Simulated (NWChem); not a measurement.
System: In, doublet

NWChem input:

```
start job
memory heap 200 mb stack 900 mb global 1100 mb
geometry units angstroms noautoz
  In     0.000000     0.000000     0.000000
end
basis spherical
  * library def2-svp
end
ecp
  In library def2-ecp
end
dft
  odft
  mult 2
  xc hfexch
  iterations 150
  mulliken
end
task dft gradient
```

Output (shortened):

```
             Northwest Computational Chemistry Package (NWChem) 7.3.0
             --------------------------------------------------------

                             Geometry "geometry" -> ""
                             -------------------------

 Output coordinates in angstroms (scale by  1.889725989 to convert to a.u.)

  No.       Tag          Charge          X              Y              Z
 ---- ---------------- ---------- -------------- -------------- --------------
    1 In                  49.0000     0.00000000     0.00000000     0.00000000

 Effective nuclear repulsion energy (a.u.)       0.0000000000

 Summary of "ao basis" -> "ao basis" (spherical)
 ------------------------------------------------------------------------------
       Tag                 Description            Shells   Functions and Types
 ---------------- ------------------------------  ------  ---------------------
 In                         def2-svp                10       26   4s4p2d

            General Information
            -------------------
          SCF calculation type: DFT
          Wavefunction type:  spin polarized.
          No. of atoms     :     1
          No. of electrons :    21
           Alpha electrons :    11
            Beta electrons :    10
          Charge           :     0
          Spin multiplicity:     2
          Use of symmetry is: off; symmetry adaption is: off
          Maximum number of iterations: 150
          AO basis - number of functions:    26
                     number of shells:    10
          Convergence on energy requested:  1.00D-06
          Convergence on density requested:  1.00D-05
          Convergence on gradient requested:  5.00D-04

              XC Information
              --------------
                     Hartree-Fock (Exact) Exchange  1.000

      Superposition of Atomic Density Guess
      -------------------------------------

 Sum of atomic energies:        -218.05030190

      Non-variational initial energy
      ------------------------------

 Total energy =    -189.106467
 1-e energy   =    -334.832900
 2-e energy   =     145.726433
 HOMO         =      -0.005231
 LUMO         =      -0.005231

     ---------------------------------------------
      Total Density - Mulliken Population Analysis
     ---------------------------------------------

    Atom       Charge   Shell Charges
 -----------   ------   -------------------------------------------------------
    1 In  21    21.00   2.60 -0.60  1.09  0.92  3.25  2.75  0.27  0.74  9.72  0.28

     --------------------------------------------
      Spin Density - Mulliken Population Analysis
     --------------------------------------------

    Atom       Charge   Shell Charges
 -----------   ------   -------------------------------------------------------
    1 In  21     1.00   0.00  0.00  0.00  0.00 -0.01  0.01  0.26  0.74  0.00  0.00

   convergence    iter        energy       DeltaE   RMS-Dens  Diis-err
 ---------------- ----- ----------------- --------- --------- ---------
 d= 0,ls=0.0,diis     1   -189.1993789706 -1.89D+02  6.35D-03  3.65D-03
                                                     3.40D-03  1.65D-03
 d= 0,ls=0.0,diis     2   -189.2049414890 -5.56D-03  3.50D-03  9.09D-04
                                                     8.71D-04  2.24D-04
 d= 0,ls=0.0,diis     3   -189.2061798782 -1.24D-03  1.41D-03  1.04D-04
                                                     4.47D-04  4.72D-05
 d= 0,ls=0.0,diis     4   -189.2063274770 -1.48D-04  2.49D-04  2.76D-06
                                                     3.87D-04  3.83D-06
 d= 0,ls=0.0,diis     5   -189.2063353009 -7.82D-06  9.47D-05  1.47D-07
                                                     1.98D-04  3.98D-07
 d= 0,ls=0.0,diis     6   -189.2063361146 -8.14D-07  1.89D-05  7.40D-09
                                                     1.34D-05  1.30D-09
 d= 0,ls=0.0,diis     7   -189.2063361245 -9.90D-09  1.47D-06  7.89D-11
                                                     1.33D-07  1.42D-11

         Total DFT energy =     -189.206336124497
      One electron energy =     -334.828747349459
           Coulomb energy =      161.439059656391
    Exchange-Corr. energy =      -15.816648431429
 Nuclear repulsion energy =        0.000000000000

 Numeric. integr. density =        0.000000000000

                    DFT Final Alpha Molecular Orbital Analysis
                    ------------------------------------------

 Vector    9  Occ=1.000000D+00  E=-1.005365D+00
              MO Center= -1.8D-16, -1.8D-16, -9.3D-16, r^2= 4.6D-01
   Bfn.  Coefficient  Atom+Function         Bfn.  Coefficient  Atom+Function
  ----- ------------  ---------------      ----- ------------  ---------------
    20      0.757993  1 In d  1              17      0.364113  1 In d -2
    21     -0.342144  1 In d  2              18      0.327869  1 In d -1
    19     -0.105597  1 In d  0              25      0.060383  1 In d  1
    22      0.029006  1 In d -2              26     -0.027256  1 In d  2
    23      0.026119  1 In d -1

 Vector   10  Occ=1.000000D+00  E=-4.233008D-01
              MO Center=  6.3D-14, -1.1D-13, -1.4D-13, r^2= 2.4D+00
   Bfn.  Coefficient  Atom+Function         Bfn.  Coefficient  Atom+Function
  ----- ------------  ---------------      ----- ------------  ---------------
     3      0.664446  1 In s                  4      0.530212  1 In s
     1     -0.466980  1 In s                  2      0.102441  1 In s
    25     -0.038837  1 In d  1

 Vector   11  Occ=1.000000D+00  E=-1.996507D-01
              MO Center=  5.1D-14, -1.3D-14, -8.0D-15, r^2= 4.5D+00
   Bfn.  Coefficient  Atom+Function         Bfn.  Coefficient  Atom+Function
  ----- ------------  ---------------      ----- ------------  ---------------
    14      0.437254  1 In px                16      0.393729  1 In pz
    11      0.364092  1 In px                13      0.327849  1 In pz
    15     -0.189133  1 In py                12     -0.157487  1 In py
     8     -0.103901  1 In px                 5     -0.098094  1 In px
    10     -0.093559  1 In pz                 7     -0.088329  1 In pz

 Vector   12  Occ=0.000000D+00  E= 1.804624D-02
              MO Center=  2.1D-14,  7.2D-14, -3.8D-14, r^2= 5.6D+00
   Bfn.  Coefficient  Atom+Function         Bfn.  Coefficient  Atom+Function
  ----- ------------  ---------------      ----- ------------  ---------------
    15      0.729752  1 In py                14      0.333975  1 In px
    12      0.265522  1 In py                11      0.121517  1 In px
     9     -0.101951  1 In py                 6     -0.096083  1 In py
     8     -0.046658  1 In px                 5     -0.043973  1 In px

 Vector   13  Occ=0.000000D+00  E= 1.804624D-02
              MO Center= -9.7D-14,  2.9D-14,  1.2D-13, r^2= 5.6D+00
   Bfn.  Coefficient  Atom+Function         Bfn.  Coefficient  Atom+Function
  ----- ------------  ---------------      ----- ------------  ---------------
    16      0.618483  1 In pz                14     -0.458663  1 In px
    15      0.227154  1 In py                13      0.225036  1 In pz
    11     -0.166885  1 In px                10     -0.086406  1 In pz
    12      0.082650  1 In py                 7     -0.081433  1 In pz
     8      0.064078  1 In px                 5      0.060390  1 In px

 Vector   14  Occ=0.000000D+00  E= 2.606492D-01
              MO Center=  2.8D-14, -2.0D-13, -3.4D-13, r^2= 5.4D+00
   Bfn.  Coefficient  Atom+Function         Bfn.  Coefficient  Atom+Function
  ----- ------------  ---------------      ----- ------------  ---------------
     3      2.197852  1 In s                  4     -1.889235  1 In s
     1     -0.511854  1 In s                  2      0.182017  1 In s

                     DFT Final Beta Molecular Orbital Analysis
                     -----------------------------------------

 Vector    8  Occ=1.000000D+00  E=-1.004616D+00
              MO Center= -1.1D-15,  1.5D-15,  5.7D-16, r^2= 4.5D-01
   Bfn.  Coefficient  Atom+Function         Bfn.  Coefficient  Atom+Function
  ----- ------------  ---------------      ----- ------------  ---------------
    19      0.702558  1 In d  0              17      0.570622  1 In d -2
    20     -0.274557  1 In d  1              18      0.242887  1 In d -1
    24      0.045677  1 In d  0              22      0.037099  1 In d -2

 Vector    9  Occ=1.000000D+00  E=-1.001155D+00
              MO Center=  2.5D-16,  9.1D-16,  2.0D-16, r^2= 4.5D-01
   Bfn.  Coefficient  Atom+Function         Bfn.  Coefficient  Atom+Function
  ----- ------------  ---------------      ----- ------------  ---------------
    20      0.762662  1 In d  1              17      0.366356  1 In d -2
    21     -0.344252  1 In d  2              18      0.329889  1 In d -1
    19     -0.106248  1 In d  0              25      0.048626  1 In d  1

 Vector   10  Occ=1.000000D+00  E=-3.679922D-01
              MO Center= -1.4D-13,  1.3D-13,  1.4D-13, r^2= 2.4D+00
   Bfn.  Coefficient  Atom+Function         Bfn.  Coefficient  Atom+Function
  ----- ------------  ---------------      ----- ------------  ---------------
     3      0.712826  1 In s                  4      0.488554  1 In s
     1     -0.477836  1 In s                  2      0.106611  1 In s
    25      0.033502  1 In d  1

 Vector   11  Occ=0.000000D+00  E= 2.931411D-02
              MO Center=  2.1D-13,  1.3D-13, -1.2D-13, r^2= 5.7D+00
   Bfn.  Coefficient  Atom+Function         Bfn.  Coefficient  Atom+Function
  ----- ------------  ---------------      ----- ------------  ---------------
    14      0.526658  1 In px                15      0.514158  1 In py
    16     -0.337895  1 In pz                11      0.183924  1 In px
    12      0.179559  1 In py                13     -0.118002  1 In pz
     8     -0.071916  1 In px                 9     -0.070209  1 In py
     5     -0.067553  1 In px                 6     -0.065950  1 In py

 Vector   12  Occ=0.000000D+00  E= 2.931411D-02
              MO Center=  4.8D-14, -1.5D-13, -1.4D-13, r^2= 5.7D+00
   Bfn.  Coefficient  Atom+Function         Bfn.  Coefficient  Atom+Function
  ----- ------------  ---------------      ----- ------------  ---------------
    15      0.574560  1 In py                16      0.524920  1 In pz
    14     -0.224143  1 In px                12      0.200653  1 In py
    13      0.183317  1 In pz                 9     -0.078457  1 In py
    11     -0.078277  1 In px                 6     -0.073697  1 In py
    10     -0.071678  1 In pz                 7     -0.067330  1 In pz

 Vector   13  Occ=0.000000D+00  E= 6.231057D-02
              MO Center=  1.0D-14,  4.1D-15,  3.6D-14, r^2= 6.0D+00
   Bfn.  Coefficient  Atom+Function         Bfn.  Coefficient  Atom+Function
  ----- ------------  ---------------      ----- ------------  ---------------
    14      0.602944  1 In px                16      0.542926  1 In pz
    15     -0.260802  1 In py                11      0.159978  1 In px
    13      0.144054  1 In pz                 8     -0.071728  1 In px
    12     -0.069198  1 In py                 5     -0.066704  1 In px
    10     -0.064588  1 In pz                 7     -0.060064  1 In pz

     ---------------------------------------------
      Total Density - Mulliken Population Analysis
     ---------------------------------------------

    Atom       Charge   Shell Charges
 -----------   ------   -------------------------------------------------------
    1 In  21    21.00   2.60 -0.60  1.08  0.92  3.24  2.75  0.44  0.57  9.72  0.28

     --------------------------------------------
      Spin Density - Mulliken Population Analysis
     --------------------------------------------

    Atom       Charge   Shell Charges
 -----------   ------   -------------------------------------------------------
    1 In  21     1.00  -0.00 -0.00 -0.04  0.04 -0.01  0.02  0.42  0.57 -0.02  0.02

     -------------------------------------------
      Total Density - Lowdin Population Analysis
     -------------------------------------------

    Atom       Charge   Shell Charges
 -----------   ------   -------------------------------------------------------
    1 In  21    21.00   1.41  0.56  0.99  1.04  3.04  2.81  0.59  0.57  9.44  0.56

     ------------------------------------------
      Spin Density - Lowdin Population Analysis
     ------------------------------------------

    Atom       Charge   Shell Charges
 -----------   ------   -------------------------------------------------------
    1 In  21     1.00  -0.00 -0.00 -0.02  0.02  0.00  0.02  0.41  0.57 -0.02  0.02

   alpha - beta orbital overlaps
   -----------------------------

   alpha      1      2      3      4      5      6      7      8      9     10
    beta      1      2      3      4      5      6      8      7      9     10
 overlap   1.000  0.994  0.994  1.000  0.962  0.962  0.844  0.844  1.000  0.996

   alpha     11     12     13     14     15     16     17     18     19     20
    beta     13     11     12     14     17     15     16     22     21     20
 overlap   0.978  0.858  0.858  0.999  0.978  0.994  0.994  0.996  0.997  0.997

   alpha     21     22     23     24     25     26
    beta     19     18     23     24     25     26
 overlap   1.000  1.000  0.718  0.718  1.000  1.000

     --------------------------
     Expectation value of S2:
     --------------------------
      <S2> =      0.7588 (Exact =     0.7500)

            General Information
            -------------------
          SCF calculation type: DFT
          Wavefunction type:  spin polarized.
          No. of atoms     :     1
          No. of electrons :    21
           Alpha electrons :    11
            Beta electrons :    10
          Charge           :     0
          Spin multiplicity:     2
          Use of symmetry is: off; symmetry adaption is: off
          Maximum number of iterations: 150
          AO basis - number of functions:    26
                     number of shells:    10
          Convergence on energy requested:  1.00D-06
          Convergence on density requested:  1.00D-05
          Convergence on gradient requested:  5.00D-04

              XC Information
              --------------
                     Hartree-Fock (Exact) Exchange  1.000

          Convergence Information
          -----------------------
          Convergence aids based upon iterative change in
          total energy or number of iterations.
          Levelshifting, if invoked, occurs when the
          HOMO/LUMO gap drops below (HL_TOL):  1.00D-02
          DIIS, if invoked, will attempt to extrapolate
          using up to (NFOCK): 10 stored Fock matrices.

                    Damping( 0%)  Levelshifting(0.5)       DIIS
                  --------------- ------------------- ---------------
          dE  on:    start            ASAP                start
          dE off:    2 iters        150 iters           150 iters

                            NWChem DFT Gradient Module
                            --------------------------

  charge          =   0.00
  wavefunction    = open shell

                         DFT ENERGY GRADIENTS

    atom               coordinates                        gradient
                 x          y          z           x          y          z
   1 In      0.000000   0.000000   0.000000    0.000000   0.000000  -0.000000
```

Level: UHF/def2-SVP with def2 effective core potentials on In. The open p shell is one determinant without spherical averaging. No stability test was run on the SCF state. def2 effective core potentials on In; no spin-orbit coupling.
